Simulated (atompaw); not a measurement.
# Before and after: PAW (atompaw) potential for rhodium (Rh)

```json
{
  "Element": "Rh",
  "Generator": "atompaw 4.2.0.5",
  "Type": "PAW",
  "Functional": "PBE",
  "Relativity": "scalar-relativistic",
  "Frozen core": "[Ar] 3d10",
  "Valence charge": "17",
  "Reference configuration": "4s2 4p6 4d7 5s2 5p0",
  "Partial waves": "4s (bound): rc 1.60 bohr; 5s (bound): rc 2.20 bohr; 4p (bound): rc 1.80 bohr; 5p (bound, empty): rc 1.85 bohr; 4d (bound): rc 2.20 bohr; 4d channel at 0.05 Ry: rc 2.20 bohr",
  "Local potential": "troulliermartins scheme with l = 3 at 0 Ry, radius 2.00 bohr",
  "Core correction": "smooth core density matched at 2.05 bohr",
  "Augmentation charge": "besselshape compensation charge, radius 2.00 bohr; PAW radius 2.20 bohr; waves and projectors: custom rrkj vanderbiltortho"
}
```

All-electron outer shells of the reference configuration (PBE, scalar-relativistic, ld1.x):

```json
{"shell": "3p", "level (eV)": "-486.75", "outermost node (bohr)": "0.15", "outermost maximum (bohr)": "0.34"}
{"shell": "3d", "level (eV)": "-304.52", "outermost node (bohr)": "–", "outermost maximum (bohr)": "0.29"}
{"shell": "4s", "level (eV)": "-86.10", "outermost node (bohr)": "0.47", "outermost maximum (bohr)": "0.88"}
{"shell": "4p", "level (eV)": "-53.87", "outermost node (bohr)": "0.47", "outermost maximum (bohr)": "0.94"}
{"shell": "4d", "level (eV)": "-8.68", "outermost node (bohr)": "0.46", "outermost maximum (bohr)": "1.13"}
{"shell": "5s", "level (eV)": "-5.32", "outermost node (bohr)": "1.18", "outermost maximum (bohr)": "2.54"}
{"shell": "5p", "level (eV)": "-1.32", "outermost node (bohr)": "1.34", "outermost maximum (bohr)": "3.51"}
```

Change: wave 4d channel at 0.05 Ry: rc 2.20 bohr becomes 4d channel at -0.49 Ry: rc 2.20 bohr.

Cutoffs: the cutoffs (Ry, on a coarse ladder) from which the occupation-weighted sum of valence levels, in a spherical-Bessel basis at the reference potential, stays within 10 and 1 mRy of its value at 400 Ry; they do not see the model core or the augmentation charge, which bear on the density cutoff.

What does the change do?

The potential gets neither clearly harder nor softer (30 Ry and 50 Ry → 30 Ry and 45 Ry); the bound ghost in d disappears; the range in which the d phases agree widens (upper end 2.4 → 3.5).

| quantity | base | changed |
| --- | --- | --- |
| cutoff, loose | 30 Ry | 30 Ry |
| cutoff, tight | 50 Ry | 45 Ry |
| bound ghosts | d | none |
| s: phases at 2.21 bohr within 0.05 rad from the reference energy up to (Ry; the scan ends near 5) | 2.9 | 2.9 |
| p: phases at 2.21 bohr within 0.05 rad from the reference energy up to (Ry; the scan ends near 5) | to the end of the scan | to the end of the scan |
| d: phases at 2.21 bohr within 0.05 rad from the reference energy up to (Ry; the scan ends near 5) | 2.4 | 3.5 |
| lowest overlap eigenvalue by channel | s 0.36, p 0.05, d 0.80 | s 0.36, p 0.05, d 0.98 |

 A true bound ghost makes a file unfit for plane-wave use even where its test errors are small: the radial tests pick states by their node count and pass the ghost by. The cutoffs see the waves, projectors and local potential, not the compensation charge or the core.
